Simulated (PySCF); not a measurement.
SnF, SMILES [F][Sn+] (connectivity only; charge and spin as stated), charge +1, multiplicity 1. Heavy atoms are numbered as in [Sn+:1][F:2].

Coordinates come from a PBE0-D3(BJ)/def2-TZVP optimisation. The multiplicity is an assumed one; other spin states were not compared. The def2 effective core potentials stand for the cores of Sn; spin–orbit coupling is left out.

Level of theory: ωB97X/def2-TZVPD in PySCF.

Mulliken values depend strongly on the basis, most of all with diffuse functions as here. ESP charges are fitted to the potential on shells at 1.4 to 2.0 van der Waals radii. Atomic charges (e), one atom of each kind:

```tsv
atom	Mulliken	ESP fit
Sn1	1.41	___
F2	-0.41	___
```

Question: Complete the blanks. (Estimate from the structure and the level; the computed values follow.)

Answer: 
- Sn1, ESP fit: 1.27
- F2, ESP fit: -0.27
